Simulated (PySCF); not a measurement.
**Potential energy of SrB⁺ along the bond**

Set-up: PySCF, scalar-relativistic core potentials, basis sets Sr def2-SVP with ECP28, B def2-SVP. Energies in eV from Sr⁺ + B in their ground configurations at the same level. State: ³Π (triplet), unpaired electrons σ ↑, π ↑.

```csv
R (Å),MN15
2.259,-0.571
2.364,-0.860
2.469,-1.020
2.548,-1.077
2.627,-1.093
2.706,-1.079
2.811,-1.027
2.942,-0.928
3.100,-0.788
3.310,-0.604
```

**Question.** Put a parabola through the three lowest points of the MN15 curve and estimate Re, k and ωe (reduced mass 9.784 u; 1 eV/Å² = 0.16022 mdyn/Å; ωe = 1302.8·√(k/μ) cm⁻¹).

**Answer.** Through R = 2.548, 2.627, 2.706 Å the second-order coefficient is 2.40 eV/Å², so Re ≈ 2.630 Å, k ≈ 0.770 mdyn/Å and ωe ≈ 366 cm⁻¹. A polynomial fit of higher order to the unrounded MN15 energies gives Re = 2.626 Å, k = 0.785 mdyn/Å, ωe = 369 cm⁻¹; anharmonicity and rounding make the difference.

The higher-order fit for each curve: MN15: Re = 2.626 Å, ωe = 369 cm⁻¹, De = 1.09 eV.

Spin–orbit coupling is left out. For an ion De counts to the pair picked by the measured ionisation energies or electron affinities, which need not be the lowest pair at this level. The state is the lowest determinant that a PBE0 search found; another state may lie lower at other levels.
